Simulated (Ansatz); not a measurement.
Mulliken charges of `CC(=O)[SeH]` from PBE/def2-TZVPP in Ansatz (PBE0-D4/def2-TZVP geometry).

```csv
atom,x (Å),y (Å),z (Å),charge (e)
C1,0.458,0.733,0.035,-0.230
C2,0.073,-0.534,-0.670,0.111
O3,0.490,-0.878,-1.733,-0.200
Se4,-1.210,-1.683,0.250,-0.042
H5,1.171,1.280,-0.581,0.101
H6,-0.429,1.344,0.213,0.109
H7,0.904,0.500,1.004,0.109
H8,-1.365,-0.819,1.427,0.042
```

Question: By hand: the dipole of these point charges (1 e Å = 4.8032 D).

Answer: Σ q r = (-0.032, 0.314, 0.388) e Å, of length 0.500 e Å = 2.40 D.

Question: How does the dipole of the full density compare? (Best estimate.)

Answer: Computed: (-0.031, 0.392, 0.469) e Å, 2.94 D; the point charges give 0.82 times that, at 1° from its direction.

Point charges leave out the atoms' own dipoles, such as those of lone pairs, and Mulliken's split depends on the basis, so the two needn't agree.
